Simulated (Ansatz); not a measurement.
System: CH₄BrGe, charge 0, doublet. CH4BrGe (SMILES [CH3][GeH][Br], doublet).
B3LYP-D3(BJ)/def2-TZVP minimum from Ansatz (a program for electronic structure):
```
C
H 1 1.0877
H 1 1.0898 2 109.81
H 1 1.0907 2 109.57 3 -120.58
Ge 1 1.9768 2 109.96 4 -118.92
H 5 1.5584 1 111.50 2 175.67
Br 5 2.3500 6 105.40 1 115.90
```
Charge 0, spin multiplicity 2.

Atomisation energy term by term, kcal/mol (programs: Ansatz). Radicals and triplets start from unrestricted determinants; spin-orbit coupling is neglected. Cores are frozen in correlated methods (noble-gas shells, and filled d and f shells in the p block). No relativity. CBS(X,Y): correlation extrapolated as X^-3, Hartree-Fock from the larger set. A bracket is a step between two methods taken in the basis named. Where a partner has so few electrons that a lower coupled-cluster level is exact, that level stands in. Spin-orbit terms, left out, reach several kcal/mol for Br and I, and more for heavier atoms.

```
term                               basis  kcal/mol
------------------  --------------------  --------
Hartree-Fock                     cc-pVQZ    382.73
CCSD correlation    CBS(cc-pVTZ,cc-pVQZ)    120.13
(T)                 CBS(cc-pVTZ,cc-pVQZ)      7.53
CCSDT(Q) - CCSD(T)               cc-pVDZ      0.52
sum: De                                      510.9
```
